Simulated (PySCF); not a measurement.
H4OSi2, SMILES [SiH3][Si]O (connectivity only; charge and spin as stated), neutral, multiplicity 1. Atoms are numbered in the order given.

```xyz
7

Si    -0.7228    -0.8645     0.0000
O      0.7683    -1.6315     0.0000
H      1.5711    -1.0802     0.0000
Si     0.1060     1.4512     0.0000
H      1.6156     1.4711     0.0000
H     -0.3490     2.2242    -1.2055
H     -0.3490     2.2242     1.2055
```

Coordinates come from a PBE-D3(BJ)/def2-TZVP optimisation. One conformer was computed; it need not be the lowest.

Calculation: PySCF with B3LYP/pcSseg-2.

GIAO shieldings, no solvent; atoms alike by connectivity are averaged. δ = σ(ref) − σ: ²⁹Si against TMS (σ = 325.2 ppm); ¹⁷O against H2O (σ = 325.5 ppm); ¹H against TMS (σ = 31.68 ppm), references at their B3LYP-D3(BJ)/def2-TZVP geometries, non-relativistic.

```csv
nucleus,atoms,count,δ (ppm)
²⁹Si,Si1,1,582.2
²⁹Si,Si4,1,-92.9
¹⁷O,O2,1,332.8
¹H,H3,1,9.40
¹H,"H5, H6, H7",3,3.57
```
